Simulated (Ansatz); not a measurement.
A nudged elastic band was laid between two geometries of BH4NO2 (8 atoms, charge 0, multiplicity 1).

All numbers below come from Ansatz, RKS PBE-D4/def2-SVP.

```yaml
movable_images: 7
climbing_image: yes
spring: 5.0 eV/Å²
optimiser: quadratic models (default)
start_path: through a guess of the saddle point
force_threshold: 0.05 eV/Å
iteration_limit: 60
end_points: relaxed
```

Image 0:

```xyz
8
Properties=species:S:1:pos:R:3
N -0.652 0.951 0.054
B 0.249 -0.146 -0.050
O 1.559 0.115 -0.401
O -0.107 -1.468 0.183
H -1.639 0.878 0.286
H -0.341 1.902 -0.134
H 2.063 -0.716 -0.428
H -1.039 -1.574 0.434
```

Image 8:

```xyz
8
Properties=species:S:1:pos:R:3
N -0.018 0.942 0.321
B 0.182 -0.522 -0.510
O 0.726 -0.463 -1.648
O -0.357 -1.456 0.379
H -1.013 1.169 0.472
H 0.408 1.665 -0.275
H 0.441 0.941 1.244
H -0.277 -2.333 -0.037
```

Which bonds break or form, and what moves?

Bonds broken: O3–H7. Bonds formed: N1–H7.

What energy profile does the band end with?

The forces met the threshold. The highest image is number 5 of 0 to 8, 1.64 eV above the first end and 0.53 eV above the last; the last end lies 1.11 eV above the first. The profile has 4 maxima (images 1, 3, 5, 7) with wells between them (images 2, 4, 6): this band takes more than one step, which may be the mechanism or a detour left from its start path. Neighbouring images differ by up to 1.4 eV, so the band resolves the path poorly. A vibrational analysis at the climbing image gives one clearly imaginary mode, 1289i cm⁻¹: a first-order saddle point. The orbitals stay closed-shell, which can raise the energy where a bond breaks towards radicals; this wasn't checked here.

```json
{"image": "0", "path coordinate (Å)": "0.00", "energy (eV)": "0.00", "O3–H7 (Å)": "0.97", "N1–H7 (Å)": "3.22"}
{"image": "1", "path coordinate (Å)": "1.31", "energy (eV)": "0.34", "O3–H7 (Å)": "0.97", "N1–H7 (Å)": "2.73"}
{"image": "2", "path coordinate (Å)": "2.62", "energy (eV)": "0.19", "O3–H7 (Å)": "0.97", "N1–H7 (Å)": "2.52"}
{"image": "3", "path coordinate (Å)": "3.93", "energy (eV)": "0.27", "O3–H7 (Å)": "0.97", "N1–H7 (Å)": "2.59"}
{"image": "4", "path coordinate (Å)": "5.25", "energy (eV)": "0.21", "O3–H7 (Å)": "0.98", "N1–H7 (Å)": "2.30"}
{"image": "5", "path coordinate (Å)": "6.56", "energy (eV)": "1.64", "O3–H7 (Å)": "1.40", "N1–H7 (Å)": "1.23"}
{"image": "6", "path coordinate (Å)": "7.66", "energy (eV)": "1.12", "O3–H7 (Å)": "2.60", "N1–H7 (Å)": "1.03"}
{"image": "7", "path coordinate (Å)": "8.76", "energy (eV)": "1.12", "O3–H7 (Å)": "2.86", "N1–H7 (Å)": "1.03"}
{"image": "8", "path coordinate (Å)": "9.87", "energy (eV)": "1.11", "O3–H7 (Å)": "3.23", "N1–H7 (Å)": "1.03"}
```

What is the geometry of the highest image?


```xyz
8
Properties=species:S:1:pos:R:3
N -0.203 1.021 -0.158
B 0.197 -0.496 0.082
O 1.493 -0.407 0.285
O -0.754 -1.484 0.035
H -0.802 1.481 0.542
H -0.514 1.289 -1.101
H 1.004 0.883 0.060
H -0.329 -2.345 0.200
```

The band took 25 iterations and about 2.7 core-minutes.

Run time: 2.7 min on 1 thread of Intel(R) Xeon(R) Platinum 8559C (Emerald Rapids), with other jobs on the host, peak memory 0.15 GiB.
